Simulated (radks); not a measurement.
Species: the potassium ion K17+. Configuration: [He] (the NIST ground configuration).

Method: non-relativistic Kohn-Sham, LDA (Slater exchange, VWN5 correlation), spin-polarised, spherical densities, point nucleus; computed with a radial shooting solver on a logarithmic mesh with Libxc functionals.

Energy parts (hartree):
part                      energy
total                 -347.82466
kinetic                347.64205
electron-nucleus      -708.49404
Hartree                 23.23753
exchange-correlation   -10.21020

Orbitals (lengths in bohr, moments of r in powers of bohr; <r^-3> diverges for s and p1/2; r(90%) holds 90 % of the orbital's charge):
orbital,occ.,eigenvalue (hartree),r(90%),<r>,<r^-3>
1s,2,-163.9648,0.144,0.08080,-
2s,0,-38.37060,0.509,0.3339,-
2p,0,-37.47585,0.454,0.2833,235.6

The highest occupied level is 1s at -4461.7 eV. The electron density at the nucleus is 4199 e/bohr^3. Summed over all electrons, <r^2> = 0.01747 bohr^2, which gives a Langevin (diamagnetic) susceptibility term of -0.0138 x 10^-6 cm^3/mol. Virial ratio -V/T = 2.00053.
